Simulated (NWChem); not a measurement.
BSiH$_{5}$; SMILES B[SiH3]

```xyz
7

B     -0.0014     1.4198     0.0108
H      1.0083     2.0437     0.1557
H     -1.0012     2.0400    -0.2024
Si    -0.0014    -0.6010     0.0348
H      0.2644    -1.0325    -1.3734
H     -1.3048    -1.1977     0.4411
H      1.0687    -1.1916     0.8870
```
Atoms are numbered in this order, from 1.

All runs: NWChem. The geometry was optimised at B3LYP/6-31G* (spherical d). GIAO values for the isolated, static molecule; σ is the absolute isotropic shielding, δ = σ(reference) − σ with the isolated reference molecule computed at the same levels (11B: boron trifluoride, 1H: tetramethylsilane, 29Si: tetramethylsilane).

Q: What does the run give for PBE/pcSseg-1? Quantities: δ B1 (ppm); δ H2 (ppm); δ Si4 (ppm); δ H5 (rotor mean) (ppm).

A: δ B1 (ppm): 112.3
δ H2 (ppm): 10.92
δ Si4 (ppm): -106.7
δ H5 (rotor mean) (ppm): 3.89
